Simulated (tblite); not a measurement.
Record of a relaxation.

Compound: Ge₃H₁₂N₂Si.
Numbering: `[NH2:1][Ge:2]([GeH3:3])([GeH3:4])[NH:5][SiH3:6]` (hydrogens: H7, H8 on N1; H9, H10, H11 on Ge3; H12, H13, H14 on Ge4; H15 on N5; H16, H17, H18 on Si6)

Computed with GFN2-xTB (tblite), gas phase: L-BFGS steps from a force-field or distance-geometry start until the largest atomic force falls under 0.01 eV/Å. 4 of its 106 geometries are shown.

Step 0: E = -530.4019 eV, largest atomic force 1.708 eV/Å
```
atom  x, y, z in Å  |  force x, y, z in eV/Å
N1     -1.119    1.065   -1.279   -1.300  -0.259  -0.356
Ge2    -0.255   -0.190   -0.232    0.620  -0.598   0.174
Ge3     1.874   -0.739   -1.203   -0.103   0.345   0.182
Ge4    -1.577   -2.174   -0.130    0.057  -0.148   0.552
N5     -0.017    0.462    1.518   -0.700   1.521  -0.335
Si6     0.832    2.035    1.398   -0.113  -0.452   0.462
H7     -1.301    0.619   -2.207    0.043   0.668   0.929
H8     -2.056    1.232   -0.836    0.934  -0.019  -0.779
H9      2.633   -1.714   -0.273   -0.092   0.334  -0.545
H10     1.625   -1.410   -2.578    0.342   0.164   0.433
H11     2.691    0.557   -1.401   -0.023  -0.650  -0.112
H12    -2.956   -1.851    0.511    0.322  -0.432  -0.288
H13    -1.785   -2.732   -1.546   -0.135  -0.065   0.437
H14    -0.844   -3.241    0.742   -0.598   0.281  -0.478
H15    -0.972    0.673    1.888    1.076  -0.381  -0.124
H16     0.076    2.964    0.559    0.012   0.091  -0.054
H17     0.957    2.620    2.749   -0.138  -0.260  -0.141
H18     2.184    1.831    0.849   -0.204  -0.138   0.045
```

Step 35: E = -530.9962 eV, largest atomic force 0.112 eV/Å
```
atom  x, y, z in Å  |  force x, y, z in eV/Å
N1     -1.121    0.992   -1.394    0.022   0.004   0.002
Ge2    -0.286   -0.239   -0.311    0.045   0.010   0.017
Ge3     1.864   -0.666   -1.265    0.025   0.045   0.009
Ge4    -1.636   -2.238    0.020   -0.050  -0.053   0.085
N5     -0.041    0.642    1.283   -0.034  -0.016   0.021
Si6     0.828    2.127    1.458    0.008   0.015  -0.022
H7     -1.238    0.723   -2.360   -0.020   0.007  -0.029
H8     -2.010    1.333   -1.052   -0.038   0.013  -0.041
H9      2.701   -1.568   -0.404    0.044   0.022  -0.006
H10     1.801   -1.398   -2.580    0.000   0.005  -0.026
H11     2.702    0.548   -1.538    0.012  -0.043  -0.016
H12    -3.018   -2.022    0.594    0.031   0.025   0.023
H13    -1.944   -2.889   -1.304    0.003   0.001  -0.041
H14    -1.070   -3.377    0.828   -0.008   0.075   0.000
H15    -0.764    0.513    1.971   -0.059  -0.057   0.009
H16     0.258    3.250    0.700   -0.020  -0.024   0.003
H17     0.777    2.412    2.893   -0.010  -0.001   0.038
H18     2.189    1.864    0.991    0.050  -0.029  -0.025
```

Step 70: E = -531.0279 eV, largest atomic force 0.034 eV/Å
```
atom  x, y, z in Å  |  force x, y, z in eV/Å
N1     -1.070    0.974   -1.507   -0.004   0.019  -0.010
Ge2    -0.266   -0.258   -0.400    0.003  -0.025  -0.023
Ge3     1.912   -0.587   -1.341    0.027   0.016  -0.014
Ge4    -1.662   -2.181    0.098    0.004  -0.021   0.010
N5     -0.113    0.565    1.233    0.002   0.021   0.020
Si6     0.787    2.008    1.535   -0.005   0.004   0.013
H7     -1.055    0.759   -2.494    0.008   0.005   0.004
H8     -2.007    1.266   -1.266   -0.009  -0.017   0.003
H9      2.864   -1.364   -0.475   -0.003   0.013  -0.006
H10     1.860   -1.385   -2.623    0.008   0.008   0.024
H11     2.642    0.669   -1.721   -0.020  -0.022   0.005
H12    -2.951   -1.762    0.763   -0.024  -0.020   0.006
H13    -2.125   -2.994   -1.085   -0.001   0.014   0.008
H14    -1.080   -3.203    1.037   -0.015   0.011  -0.010
H15    -0.866    0.386    1.880    0.010   0.010  -0.024
H16     0.257    3.188    0.838   -0.005  -0.013   0.011
H17     0.713    2.193    2.987    0.004   0.002  -0.009
H18     2.150    1.732    1.068    0.021  -0.006  -0.006
```

Step 105: E = -531.0366 eV, largest atomic force 0.010 eV/Å
```
atom  x, y, z in Å  |  force x, y, z in eV/Å
N1     -1.135    0.923   -1.510   -0.006  -0.002   0.006
Ge2    -0.285   -0.276   -0.398    0.000   0.005  -0.006
Ge3     1.913   -0.521   -1.316    0.002   0.004  -0.005
Ge4    -1.710   -2.171    0.115    0.005  -0.007   0.000
N5     -0.119    0.558    1.234   -0.003   0.003  -0.001
Si6     0.852    1.951    1.542    0.005   0.001   0.006
H7     -0.905    0.866   -2.492   -0.003  -0.001   0.004
H8     -2.139    1.002   -1.426    0.009   0.003   0.000
H9      2.940   -1.103   -0.389    0.004  -0.001   0.009
H10     1.944   -1.436   -2.517   -0.005  -0.007   0.001
H11     2.499    0.764   -1.824   -0.001  -0.001  -0.008
H12    -2.993   -1.736    0.781   -0.004  -0.001  -0.002
H13    -2.189   -2.959   -1.079   -0.001   0.004   0.002
H14    -1.151   -3.215    1.041    0.003   0.002  -0.003
H15    -0.914    0.456    1.847   -0.003   0.001  -0.002
H16     0.347    3.176    0.907    0.000  -0.001  -0.002
H17     0.855    2.098    3.001   -0.002  -0.004   0.000
H18     2.182    1.626    1.009   -0.001   0.003   0.002
```

Q: Summarise the path.

A: The energy falls by 0.6347 eV from step 0 to step 105; nine tenths of that is first reached at step 21. It falls at every step. The largest force goes from 1.708 to 0.010 eV/Å. Among the bonds N5–Si6 changes most, from 1.791 to 1.726 Å; the atoms move by 0.431 Å rms after alignment.

The cost below is that of the whole relaxation. Hardware: an Arm Neoverse V2 with one thread, shared host. Cost: 0.83 s of wall time.
